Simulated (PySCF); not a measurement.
Species: `c1cccc(CF)c1C#N`. The columns A, B, C and D hold Mulliken, IAO, Hirshfeld and ESP-fitted charges (e) of one PBE0/pcSseg-1 density (PySCF), in a shuffled order. Coordinates in Å (GFN2-xTB); the density's dipole moment is (3.17, -1.72, 0.52) D.

```
atom       x       y       z       A       B       C       D
  N1  -1.847   2.786  -0.677  -0.237  -0.232  -0.464  -0.215
  C2  -1.077   1.963  -0.465  +0.131  +0.082  +0.413  +0.080
  C3  -0.126   0.950  -0.205  -0.062  -0.142  -0.235  +0.003
  C4   1.232   1.267  -0.204  -0.123  +0.030  -0.057  -0.028
  C5   2.168   0.282   0.049  -0.151  -0.064  -0.210  -0.041
  C6   1.754  -1.016   0.299  -0.127  -0.041  -0.075  -0.029
  C7   0.405  -1.335   0.298  -0.152  -0.026  -0.220  -0.046
  C8  -0.548  -0.362   0.048  +0.009  -0.323  +0.211  +0.010
  C9  -2.019  -0.671   0.039  +0.036  +0.372  -0.010  +0.029
 F10  -2.261  -1.992   0.303  -0.318  -0.329  -0.217  -0.102
 H11   1.536   2.284  -0.401  +0.171  +0.097  +0.160  +0.063
 H12   3.219   0.528   0.050  +0.163  +0.102  +0.162  +0.059
 H13   2.483  -1.787   0.497  +0.164  +0.104  +0.146  +0.060
 H14   0.085  -2.347   0.494  +0.173  +0.087  +0.165  +0.051
 H15  -2.548  -0.089   0.805  +0.161  +0.142  +0.113  +0.053
 H16  -2.462  -0.454  -0.941  +0.161  +0.142  +0.115  +0.053
```

Q: Which column most likely holds the ESP-fitted charges?

A: C. Σ q r misses the density's dipole by 0.01 D (C), 1.03 D (D), 1.60 D (B), 1.65 D (A). Charges fitted to the outside potential are the only set here that is tied to the molecule's multipoles.

Q: And the Hirshfeld charges?

A: D. The mean sizes are 0.058 e (D), 0.145 e (B), 0.146 e (A), 0.186 e (C), and Hirshfeld charges are commonly the smallest of these schemes.

As computed, A = IAO, B = Mulliken, C = ESP-fitted, D = Hirshfeld. Hydrogens on carbon: IAO +0.16 to +0.17, Mulliken +0.09 to +0.14, ESP-fitted +0.11 to +0.17, Hirshfeld +0.05 to +0.06 e.

The Mulliken scheme gives each basis function's population to the atom it is centred on and halves the overlap population of two atoms between them. The ESP scheme fits charges at the nuclei, held to the total charge, to the electrostatic potential on points at 1.4 to 2.0 times the van der Waals radii.

The structure is a single GFN2-xTB conformer in the gas phase; no vibrational or solvent corrections.

The values belong to the conformer `[N:1]#[C:2][c:3]1[cH:4][cH:5][cH:6][cH:7][c:8]1[CH2:9][F:10]`: C7–C8–C9–F10 0°.
